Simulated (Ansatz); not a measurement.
Pb3O4⁺ (the lowest doublet isomer of a short search). Total charge 1; doublet. Geometry PBE0-D4/def2-SVP, basis def2-TZVP, Ansatz.

```xyz
7

Pb    0.128    2.396    1.000
Pb    1.037   -0.882    1.118
Pb   -0.054    0.198   -2.427
O     0.315    0.767    2.243
O     0.650    0.766   -0.536
O    -1.107   -1.549   -1.331
O    -0.969   -1.697   -0.067
```

```tsv
run	HOMO (eV)	LUMO (eV)
A	-10.28	-7.16
B	-9.21	-8.05
C	-9.06	-8.40
D	-8.95	-8.25
```

In the def2 sets Pb takes a core potential; there is no spin–orbit coupling. The structure holds one bond between oxygen atoms, so isomers without such links may lie far lower. The structure comes from a short search, and lower isomers may exist.

HOMO and LUMO are taken over both spins.

**Question.** The runs used PBE, PBE0, r2SCAN, revPBE. Estimate which is which.

**Answer.** A PBE0 (25 % exact exchange); B r2SCAN (0 % exact exchange); C PBE (0 % exact exchange); D revPBE (0 % exact exchange). Exact exchange lowers occupied and raises empty levels; among semilocal functionals meta-GGAs tend to open the gap a little, and such runs are hard to tell apart. The gap grows from 0.66 eV (PBE) to 3.12 eV (PBE0).
